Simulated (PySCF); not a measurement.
**AsH₂: adding exact exchange**

Base calculation in PySCF with density fitting and no spin–orbit coupling, PBE/def2-TZVP (no relativity): doublet, C2v, As–H 1.541 Å (×2); H–As–H 90.0°; wavenumbers 967, 2109, 2123 cm⁻¹; dipole moment 0.21 D, polar-tensor charge of As 0.23 e, atomisation energy (no zero-point energy) 589 kJ/mol.

**Question.** What changes on going to PBE0/def2-TZVP (no relativity)?

**Answer.** The point group stays the same. Changes: mean bond to As -0.015 Å, smallest bond angle +0.7 degrees, highest wavenumber +86 cm⁻¹, lowest wavenumber +38 cm⁻¹, dipole moment +0.09 D, polar-tensor charge of As 0.00 e, atomisation energy (no zero-point energy) -10 kJ/mol. The new structure has As–H 1.526 Å (×2); H–As–H 90.7°, with wavenumbers 1005, 2196, 2209 cm⁻¹. Exact exchange shortens and stiffens the bonds, the usual pattern.

Each species is the lowest minimum found with this bonding; other isomers or fragments can lie lower.
